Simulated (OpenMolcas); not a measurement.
Ta3+ with 6 ligands (fluoride) in octahedral coordination (Oh) at 2.03 Å. A charge of +0.5 e stands 3.2 Å behind each ligand. Ligand basis ANO-RCC-VDZP.

```
Program             : OpenMolcas 26.06
Method              : CASSCF
Basis               : ANO-RCC-VTZP [8s7p5d3f2g1h]
Scalar Hamiltonian  : DKH2, point nucleus
Active space        : 2 electrons in 5 orbitals (5d)
State averaging     : 2S+1 = 3 even, 10 roots; 2S+1 = 1 even, 15 roots
Spin-orbit coupling : RASSI with atomic mean-field integrals over the reference wave functions
```

**Question.** What is the spin-free ground state (labels of O, the rotations of Oh)?

**Answer.** 3T1, 3-fold in its orbital part; it has the highest spin that d2 allows.

**Question.** Where is the first state of the same spin?

**Answer.** 3T2 at 29500 cm-1 above the ground state.

**Question.** What are the lowest two levels with spin-orbit coupling?

**Answer.** A 2-fold level E, then a 3-fold level T2 211.0 cm-1 above it. Their leading multiplicities are 3 (97 %) and 3 (97 %).

**Question.** What is χT at 300 K, and how does it compare with the textbook value?

**Answer.** The lowest level has 2S+1 = 3, for which the spin-only value is χT = S(S+1) / 2 = 1.000 cm3 K/mol (g = 2). The computed 0.159 at 300 K differs by -0.841, through orbital momentum, spin-orbit coupling and any other state in reach. With a threefold ground state the orbital momentum is unquenched, so the spin-only value is not expected to hold.

**Question.** Which ligand-field parameters describe the states?

**Answer.** A least-squares ligand-field fit to the states below 45000 cm-1, each weighted by its degeneracy and with a free common offset, gives 10Dq = 30733 cm-1, B = 633 cm-1 and C = 2617 cm-1 (C/B = 4.13), with an rms deviation of 219 cm-1. The same method and metal basis give the free ion B = 731 cm-1 (fit to its terms below 60000 cm-1, rms deviation 32 cm-1), so the nephelauxetic ratio is β = 633 / 731 = 0.87; it hangs on how both fits weigh the states, and computed free-ion B values tend to be too large, so β mixes covalency with correlation.

An orbital triplet at a regular site is open to Jahn-Teller coupling, which can distort the site and quench the lowest spin-orbit gaps and is left out. Without dynamic correlation the repulsion within the d shell is too large (B by tens of per cent), so at a given field states of lower spin stand too high. The least metal-like active orbital is 80 % on the metal (Löwdin) and no ligand orbital is active, so the numbers are rough. With metal d orbitals alone the field can be off either way by tens of per cent. Ligand-to-metal charge-transfer states are missing. With no ligand orbital active B as a rule stays too high, so bands that hang on it stand too high and its fall with covalency is understated. No measured value stands beside these numbers; the geometry is a model, was not optimised and need not be the one that this ion takes.
